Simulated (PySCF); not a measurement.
**Ionisation energy of Xe by level of theory**

Xe [Xe] (1S) → Xe⁺ [Kr] 4d10 5s2 5p5 (2P), as a difference of total energies. All numbers are calculated (PySCF 2.14, the spin-free X2C one-electron Hamiltonian (Gaussian nucleus), in x2c-SVPall (6s5p3d, 36 functions)). Correlated levels: valence: [Kr] 4d10 frozen. The calculations carry no spin-orbit coupling.

```csv
method,ionisation energy (eV)
UHF,11.591
TPSS,12.452
PBE0,12.478
MP2 (valence),12.212
SCS-MP2 (valence),12.149
CCSD (valence),12.145
CCSD(T) (valence),12.147
```

Problem. How much does correlation contribute at CCSD(T) (valence)?

Solution. 12.147 − (11.591) = 0.556 eV, measured against UHF.

Errors of the correlated levels include the incompleteness of this basis and the frozen core.

For comparison: 12.565 eV (measured; NIST levels, between the centres of gravity of the two terms).
